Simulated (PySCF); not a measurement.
CF3, SMILES F[C](F)F, multiplicity 2. Coordinates come from a PBE-D3(BJ)/def2-TZVP optimisation. The isomer is the one that the SMILES or the coordinates give; other isomers of the formula were not compared.

Level of theory: PySCF with PBE-D3(BJ)/def2-TZVP.

Harmonic wavenumbers (cm⁻¹): 485, 485, 675, 1038, 1189, 1189. Rotational constants (GHz): 10.63, 10.63, 5.500; symmetry number 3.

Q: Work out the zero-point energy and the ideal-gas rigid-rotor harmonic-oscillator thermochemistry at 298.15 K and 1 atm.

A: ZPE = ½ Σ hcν = ½ × 5059 cm⁻¹ = 30.26 kJ/mol. H − E(el) = 41.91 kJ/mol. Entropy in J/(mol K): translation 161.55, rotation 90.29, vibration 7.94, spin 5.76, total 265.55. G − E(el) = -37.26 kJ/mol. Cp = 50.87 J/(mol K).
